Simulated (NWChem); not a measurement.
# CH7Si2 cation

```xyz
10

Si     0.1865    -1.5799     0.0000
C     -0.8504    -0.1251    -0.0001
Si     0.2019     1.5467     0.0000
H      0.6820    -2.1712     1.2635
H      0.6827    -2.1713    -1.2633
H     -1.4710    -0.0624    -0.9106
H     -1.4707    -0.0627     0.9107
H     -0.8341     2.6086     0.0067
H      1.0335     1.5401    -1.2320
H      1.0432     1.5346     1.2254
```
Atoms are numbered in this order, from 1.

Computed with NWChem. Pople sets run with spherical d functions. Geometry: optimised at PBE0/def2-SVP. Level M06-2X/6-31G*: energy and gradient on several grids; changes count from the extra-fine grid, which is no exact limit either.

```
grid     size of the energy change (μHa)  largest change of a gradient component (μHa/bohr)  time, medium = 1 (rough)
-------  -------------------------------  -------------------------------------------------  ------------------------
xcoarse                             2000                                               6000                   about 1
coarse                               100                                               1000                   about 1
medium                              < 10                                                700                   about 1
fine                                < 10                                                100                   about 1
xfine                               < 10                                               < 30                         2
```
